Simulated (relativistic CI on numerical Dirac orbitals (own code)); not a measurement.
**Calculated levels, Ru41+**

Method of calculation: Dirac-Coulomb-Breit CI, orbitals from a KLI potential per configuration, model QED (radiative potential, 1s self-energy scaled to tabulated hydrogen-like ionisation energies), unscaled Slater integrals (own radial code, finite nucleus).

Configurations in the expansion (outside the closed core 1s2): 2s, 2p, 3s, 3p, 3d, 4s, 4p, 4d, 4f, 5s, 5p, 5d, 5f, 5g. Levels of other configurations are missing.

The lowest level is 2s ²S1/2, with 100 % of that term; Hund's rules for 2s give ²S with J = 1/2, in agreement.

```csv
No.,Configuration,Term,J,E (eV),%,Lifetime (s),jj configuration (%)
1,2s,²S,1/2,0.00,100,,2s (100)
2,2p,²P°,1/2,91.49,100,2.65e-10,2p1/2 (100)
3,2p,²P°,3/2,245.25,100,1.31e-11,2p3/2 (100)
4,3s,²S,1/2,3543.44,100,3.72e-14,3s (100)
5,3p,²P°,1/2,3568.78,100,1.35e-14,3p1/2 (100)
6,3p,²P°,3/2,3614.39,100,1.49e-14,3p3/2 (100)
7,3d,²D,3/2,3623.11,100,4.76e-15,3d3/2 (100)
8,3d,²D,5/2,3637.28,100,4.94e-15,3d5/2 (100)
9,4s,²S,1/2,4766.72,100,5.43e-14,4s (100)
10,4p,²P°,1/2,4777.13,100,2.29e-14,4p1/2 (100)
11,4p,²P°,3/2,4796.32,100,2.50e-14,4p3/2 (100)
12,4d,²D,3/2,4799.95,100,1.10e-14,4d3/2 (100)
13,4d,²D,5/2,4805.94,100,1.15e-14,4d5/2 (100)
14,4f,²F°,5/2,4806.13,100,2.29e-14,4f5/2 (100)
15,4f,²F°,7/2,4809.10,100,2.31e-14,4f7/2 (100)
16,5s,²S,1/2,5327.91,100,8.48e-14,5s (100)
17,5p,²P°,1/2,5333.16,100,3.88e-14,5p1/2 (100)
18,5p,²P°,3/2,5342.96,100,4.21e-14,5p3/2 (100)
19,5d,²D,3/2,5344.81,100,2.11e-14,5d3/2 (100)
20,5d,²D,5/2,5347.87,100,2.20e-14,5d5/2 (100)
21,5f,²F°,5/2,5347.98,100,4.40e-14,5f5/2 (100)
22,5g,²G,7/2,5349.50,100,7.48e-14,5g7/2 (100)
23,5f,²F°,7/2,5349.50,100,4.46e-14,5f7/2 (100)
24,5g,²G,9/2,5350.41,100,7.51e-14,5g9/2 (100)
```

Energies count from the lowest computed level; ° marks odd parity; lifetimes are radiative, by E1, M1, E2, M2 decay to levels of this space only. Filled j subshells are mostly left out of the jj labels.

The mean weight of the leading LS term, summed over parents, in these 24 levels is 100 %, and that of the leading jj configuration (from the same eigenvectors) 100 %.

At this charge energies of transitions that change n are usually good to better than 1 %, and those within a shell (Δn = 0) to a few per cent.
